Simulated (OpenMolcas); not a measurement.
## 5d³ along the 71-electron sequence

```json
{
  "Program": "OpenMolcas 26.06",
  "Method": "MS-CASPT2, IPEA 0.25 Eh, imaginary shift 0.1 Eh",
  "Basis": "ANO-RCC-VQZP",
  "Scalar Hamiltonian": "DKH2, point nucleus",
  "Spin-orbit coupling": "RASSI with atomic mean-field integrals over the reference wave functions, term energies averaged over their components"
}
```

Active space for each ion: 3 electrons in 10 orbitals (5d 6d); closed shells correlated by CASPT2: 5s 5p.

Computed levels in cm-1 above ⁴F_3/2:

| Level | Ta2+ | W3+ | Re4+ | Os5+ | Ir6+ | Pt7+ |
| --- | --- | --- | --- | --- | --- | --- |
| ⁴F_5/2 | 2760 | 3780 | 4990 | 6340 | 7980 | 9890 |
| ⁴F_7/2 | 5260 | 7090 | 9160 | 11350 | 13940 | 16750 |
| ²P_1/2 | 9470 | 11390 | 23790 | 28760 | 34170 | 39590 |
| ²G_7/2 | 12100 | 15680 | 19280 | 22870 | 27080 | 31410 |
| ⁴P_5/2 | 14370 | 18020 | 21570 | 25180 | 29330 | 33530 |
| ⁴P_1/2 | 14720 | 18480 | 14420 | 16890 | 19570 | 22140 |
| ²H_11/2 | 18480 | 23180 | 27840 | 32510 | 37940 | 43440 |
| ²D_5/2(1) | 18590 | 24150 | 29610 | 34900 | 40770 | 46680 |
| ²F_7/2 | 23820 | 30000 | 35700 | 41180 | 47190 | 53170 |
| weight of ⁴F in the lowest level (%) | 87 | 86 | 84 | 82 | 80 | 77 |

Mixed levels, with the weight of the term that names them: Ta2+ ²P_1/2 (54 %), Ta2+ ⁴P_1/2 (54 %), W3+ ²P_1/2 (54 %), W3+ ⁴P_1/2 (54 %), Re4+ ²P_1/2 (62 %), Re4+ ⁴P_1/2 (62 %), Os5+ ²P_1/2 (66 %), Os5+ ⁴P_1/2 (66 %), Ir6+ ²P_1/2 (67 %), Ir6+ ⁴P_1/2 (67 %), Pt7+ ²P_1/2 (67 %), Pt7+ ²G_7/2 (75 %), Pt7+ ⁴P_1/2 (67 %).

Measured, with the error of the calculation in %. Measured levels: W3+ from the list in J. Phys. B 45, 035001 (2012); Re4+ from the list in Brasseur, Gamrath and Quinet, At. Data Nucl. Data Tables 157, 101636 (2024); Os5+ from the list in Brasseur, Palmeri and Quinet, Atoms 13, 11 (2025).

```
    Level           W3+          Re4+          Os5+
   ⁴F_5/2   3537 (+7.0)   4853 (+2.9)   6397 (-0.9)
   ⁴F_7/2   6745 (+5.1)   8973 (+2.1)  11444 (-0.8)
   ²P_1/2                23669 (+0.5)  28860 (-0.3)
   ²G_7/2  15261 (+2.7)  19013 (+1.4)  22920 (-0.2)
   ⁴P_5/2  17190 (+4.8)  20922 (+3.1)  24828 (+1.4)
   ⁴P_1/2                14325 (+0.7)  16772 (+0.7)
  ²H_11/2  22223 (+4.3)  27077 (+2.8)  32156 (+1.1)
²D_5/2(1)  22766 (+6.1)  28739 (+3.0)  34418 (+1.4)
   ²F_7/2  28412 (+5.6)  34625 (+3.1)  40447 (+1.8)
```

The fine-structure level ⁴F_7/2 changes by a factor of 3.18 from Ta2+ to Pt7+. Its fourth root runs 8.52, 9.18, 9.78, 10.32, 10.87, 11.38, with steps per unit of Z of 0.66, 0.61, 0.54, 0.54, 0.51; equal steps would mean a (Z - σ)^4 law with constant σ.

²P_1/2 changes by a factor of 4.18 over the same range, with steps per unit of Z of +1920, +12400, +4970, +5410, +5420 cm-1.

CASPT2 does not keep the components of a term degenerate, so their means are used; among the terms shown or strongly mixed into the levels shown the widest spread is 560 cm-1 (5d³ ⁴F, W3+). Over all roots computed the reference weight is 0.89 to 0.96 in W3+; the roots of lowest weight are the least certain, and an intruder state may touch them. Active for correlation alone: 6d; no level in the range computed is led by a configuration that fills it, so any true level of that kind is missing. The CASPT2 spread within a term exceeds the gap to the next term for 5d³ ²P and 5d³ ²G, so the order of their levels is uncertain (figures for Ta2+; the like holds for W3+). Computed and measured levels are paired by configuration, term and J; levels that our copy of the source lacks, or whose pairing is in doubt (as where it misses far off the trend of its configuration), stay unpaired and out of the deviations. Levels of configurations outside the active space are missing.

A number in round brackets counts repeated terms of one configuration in the order of the reference energies.
